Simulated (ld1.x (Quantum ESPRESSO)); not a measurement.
## Varying the TM potential for zinc (Zn)

Base potential:

- Element: zinc
- Generator: ld1.x (Quantum ESPRESSO) 7.5
- Type: norm-conserving Troullier–Martins (Kleinman–Bylander form)
- Functional: BLYP
- Relativity: scalar-relativistic
- Frozen core: [Ne]
- Valence charge: 20
- Reference configuration: 3s2 3p6 3d9 4s0 4p0 (charge +3)
- Partial waves: 3s (bound): rc 0.80 bohr; 3p (bound): rc 0.85 bohr; 3d (bound): rc 1.45 bohr
- Local potential: all-electron potential smoothed inside 0.95 bohr (lloc = -1)
- Core correction: a·sin(br)/r model core, default radius (core density twice the valence density)

All-electron outer shells of the reference configuration (BLYP, scalar-relativistic, ld1.x):

```
shell  level (eV)  outermost node (bohr)  outermost maximum (bohr)
   2p    -1047.13                      –                      0.15
   3s     -170.87                   0.28                      0.58
   3p     -124.94                   0.25                      0.59
   3d      -50.71                      –                      0.56
   4s      -35.96                   0.83                      1.77
   4p      -27.12                   0.89                      2.06
```

Cutoffs, loose and tight: the cutoffs (Ry, on a coarse ladder) from which the occupation-weighted sum of valence levels, in a spherical-Bessel basis at the reference potential, stays within 10 and 1 mRy of its value at 400 Ry. They do not see the model core or the augmentation charge, which bear on the density cutoff. Test errors are all-electron minus pseudo excitation energies from the reference, over the configurations 3s2 3p6 3d10 4s2 4p0; 3s2 3p6 3d10 4s1 4p0; 3s2 3p6 3d10 4s0 4p0; 3s2 3p6 3d8 4s0 4p0; 3s2 3p5 3d10 4s2 4p0; 3s2 3p6 3d10 4s0 4p1; 3s2 3p6 3d9 4s2 4p0. A dash means not determined; rows that change the core or the reference have their own tests. The largest error is taken over the tests solved by every variant that gives reliable tests at all: 3s2 3p6 3d10 4s0 4p0; 3s2 3p6 3d10 4s0 4p1; 3s2 3p6 3d8 4s0 4p0.

A true bound ghost makes a file unfit for plane-wave use even where its test errors are small: the radial tests pick states by their node count and pass the ghost by. Where a test does run into it, the solver fails or the error is huge.

| change | outcome | cutoff, loose | cutoff, tight | bound ghosts | largest test error (meV) |
| --- | --- | --- | --- | --- | --- |
| base | generated | 230 Ry | over 300 Ry | none | +80 |
| all radii but the core radius scaled by about 0.75 (s 0.60, p 0.64, d 1.08 bohr); local potential all-electron potential smoothed inside 0.72 bohr (lloc = -1) | generated | 300 Ry | over 300 Ry | none | +16 |
| all radii but the core radius scaled by about 0.83 (s 0.66, p 0.70, d 1.20 bohr); local potential all-electron potential smoothed inside 0.78 bohr (lloc = -1) | generated | 300 Ry | over 300 Ry | none | +19 |
| all radii but the core radius scaled by about 1.23 (s 0.98, p 1.04, d 1.78 bohr); local potential all-electron potential smoothed inside 1.16 bohr (lloc = -1) | generated | 160 Ry | 230 Ry | s | +238 |
| all radii but the core radius scaled by about 1.31 (s 1.04, p 1.12, d 1.90 bohr); local potential all-electron potential smoothed inside 1.24 bohr (lloc = -1) | generated | 140 Ry | 200 Ry | none | +355 |
| all radii but the core radius scaled by about 1.36 (s 1.08, p 1.16, d 1.98 bohr); local potential all-electron potential smoothed inside 1.30 bohr (lloc = -1) | generated | 140 Ry | 200 Ry | none | +394 |

Q: What comes out with this change to the base: all radii but the core radius scaled by about 0.95 (s 0.76, p 0.80, d 1.38 bohr); local potential all-electron potential smoothed inside 0.90 bohr (lloc = -1)?

A: outcome: generated; cutoff, loose: 260 Ry; cutoff, tight: over 300 Ry; bound ghosts: none; largest test error (meV): +1832.

Q: What comes out with this change to the base: all radii but the core radius scaled by about 1.12 (s 0.90, p 0.96, d 1.62 bohr); local potential all-electron potential smoothed inside 1.06 bohr (lloc = -1)?

A: outcome: generated; cutoff, loose: 200 Ry; cutoff, tight: 260 Ry; bound ghosts: none; largest test error (meV): +144.

Reading the sweep of the scale of all radii but the core radius (base = 1) (base included, trends over the rows without a ghost): The loose cutoff falls from 300 Ry at 0.75 to 140 Ry at 1.36. A larger radius leaves more room for a smooth pseudo-wave, so fewer plane waves are needed; a smaller one forces it to follow the all-electron wave where it bends sharply. The median size of the test errors (rows with all tests solved) is not monotonic: lowest 41.1 meV at 0.95, highest 2227.0 meV at 1.31. Bound ghosts are found at 1.23.
